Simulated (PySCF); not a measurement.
A PySCF script (with the pyscf-properties extension) for the NMR shieldings of SMILES C(=C)[C@](C)(F)C(=S)NC, C6H10FNS, on a GFN2-xTB geometry:

```python
import basis_set_exchange as bse
import numpy as np
from pyscf import gto, dft
from pyscf.prop import nmr

atoms = """
C    -2.275938    1.431001    0.483481
C    -1.534381    0.891136   -0.463689
C    -0.741008   -0.379250   -0.306005
C    -1.156006   -1.430442   -1.331791
F    -0.963067   -0.915145    0.964693
C     0.736006   -0.033292   -0.430532
S     1.335338    0.469396   -1.874622
N     1.458534   -0.128461    0.684231
C     2.859258    0.180411    0.775651
H    -2.374481    0.977363    1.455804
H    -2.821356    2.343271    0.316858
H    -1.426380    1.340719   -1.439239
H    -2.224609   -1.613296   -1.251827
H    -0.618557   -2.357167   -1.142734
H    -0.917531   -1.077005   -2.330024
H     1.004559   -0.476154    1.518342
H     3.447816   -0.730763    0.903580
H     3.038823    0.843270    1.622300
H     3.163178    0.673658   -0.146775
"""
names = dict.fromkeys(["C", "F", "S", "N", "H"], "pcSseg-1")
basis = {el: gto.basis.parse(bse.get_basis(n, elements=[el], fmt="nwchem")) for el, n in names.items()}
mol = gto.M(atom=atoms, basis=basis, charge=0, verbose=0)
mf = dft.RKS(mol, xc="PBE0")
mf.grids.level = 2
mf.grids.alignment = dft.numint.BLKSIZE   # the property module wants whole blocks of grid points
mf.conv_tol = 1e-9
mf.kernel()

calc = nmr.RKS(mf)   # GIAO
C = mf.mo_coeff
Co = C[:, mf.mo_occ > 0]
resp = mf.gen_response(singlet=True, hermi=2)
def vind(x):   # induced exchange potential for any number of trial vectors
    d = np.einsum("pi,xij,qj->xpq", C, 2 * x.reshape(-1, C.shape[1], Co.shape[1]), Co, optimize=True)
    return np.einsum("xpq,pi,qj->xij", resp(d - d.transpose(0, 2, 1)), C, Co, optimize=True).ravel()
mo1, _ = nmr.rhf.solve_mo1(calc, with_cphf=vind)
sigma = calc.kernel(mo1)
for i, s in enumerate(sigma):   # ppm
    w = np.linalg.eigvalsh((s + s.T) / 2)
    print("%2d %-2s iso %8.1f  s11 %8.1f  s22 %8.1f  s33 %8.1f" % (i, mol.atom_pure_symbol(i), w.mean(), *w))
```

Task: What does it print?

Result: 
```
 0 C  iso     70.1  s11    -39.7  s22     72.7  s33    177.1
 1 C  iso     36.1  s11    -80.2  s22     53.1  s33    135.5
 2 C  iso     80.7  s11     54.2  s22     70.6  s33    117.4
 3 C  iso    155.0  s11    132.9  s22    149.9  s33    182.2
 4 F  iso    377.8  s11    368.1  s22    377.0  s33    388.4
 5 C  iso    -21.3  s11   -155.2  s22    -17.1  s33    108.3
 6 S  iso    271.0  s11   -128.4  s22    163.1  s33    778.3
 7 N  iso    114.2  s11    -15.3  s22    159.8  s33    198.0
 8 C  iso    155.2  s11    128.3  s22    152.9  s33    184.5
 9 H  iso     26.2  s11     22.7  s22     24.6  s33     31.1
10 H  iso     26.3  s11     23.7  s22     25.2  s33     30.0
11 H  iso     24.9  s11     22.1  s22     22.8  s33     29.8
12 H  iso     30.2  s11     26.8  s22     27.9  s33     36.0
13 H  iso     30.1  s11     26.7  s22     28.2  s33     35.5
14 H  iso     28.8  s11     23.4  s22     29.9  s33     33.2
15 H  iso     24.5  s11     16.2  s22     27.0  s33     30.3
16 H  iso     28.9  s11     23.6  s22     26.7  s33     36.5
17 H  iso     28.9  s11     23.5  s22     27.1  s33     36.1
18 H  iso     26.4  s11     20.5  s22     28.9  s33     29.7
```

These numbers come from an equivalent density-fitted implementation of the same equations, which agrees with the script to about 0.01 ppm for H and up to a few tenths of a ppm for heavy atoms, so last digits may differ.

Task: Turn these shieldings into chemical shifts. Scale: TMS for 13C (186.93 ppm), 1H (31.72 ppm); 19F (170.95 ppm) against CFCl3; 33S (503.73 ppm) against CS2; NH3 for 15N (267.73 ppm) (reference shieldings calculated alike).

Result: Averaging equivalent atoms: C 5: 208.3; C 1: 150.8; C 0: 116.9; C 2: 106.2; C 3: 31.9; C 8: 31.7; F 4: -206.9; S 6: 233; N 7: 153.5; H 15: 7.22; H 11: 6.82; H 9: 5.57; H 10: 5.41; H 16/17/18: 3.64; H 12/13/14: 1.97 ppm. Unscaled 19F shifts against computed CFCl3 carry errors that often reach 10 to 50 ppm. Experimental scales use liquid or dissolved standards, which lie at an offset from isolated NH3 (liquid NH3: subtract about 20 ppm). Unscaled 15N shifts of sp2 nitrogen come out 20 to 40 ppm too high even then.

Size and cost of the density-fitted run: 210 basis functions, 110 s wall time on 1 thread of an Intel Xeon, shared host; peak memory 0.94 GiB.
